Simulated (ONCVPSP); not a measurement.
# Configuration tests for phosphorus (P) (ONCV)

- Element: phosphorus
- Generator: ONCVPSP 4.0.1
- Type: optimised norm-conserving Vanderbilt (ONCV)
- Functional: PBE
- Relativity: scalar-relativistic
- Frozen core: [Ne]
- Valence charge: 5
- Reference configuration: 3s2 3p3
- Partial waves: 3s: rc 1.15 bohr, ncon 3, nbas 7, qcut 6.4 1/bohr, 2 projectors, debl 1.7 Ha; 3p: rc 1.90 bohr, ncon 3, nbas 6, qcut 4 1/bohr, 2 projectors, debl 2.7 Ha
- Local potential: polynomial inside 0.80 bohr (lpopt 5, dvloc0 -1 Ha)
- Core correction: Teter function, parameters optimised by the program

Energies are relative to the spin-unpolarised reference configuration 3s2 3p3; without spin polarisation the order of configurations can differ from experiment.

```
valence configuration  charge  ΔE all-electron (eV)  error AE − PS (meV)
              3s2 3p2      +1                 9.730                  0.0
              3s2 3p1      +2                28.877                 +1.9
              3s2 3p0      +3                58.616                  +12
            3s2 3p2.5    +0.5                 3.775                  0.0
```

Levels in the configuration 3s2 3p0:

```
level  all-electron (eV)  pseudo (eV)
   3s            -45.613      -45.596
```

Note: ghosts flagged at negative energy: s at -206.4 eV; no localised positive-energy state flagged. A true bound ghost makes a file unfit for plane-wave use.
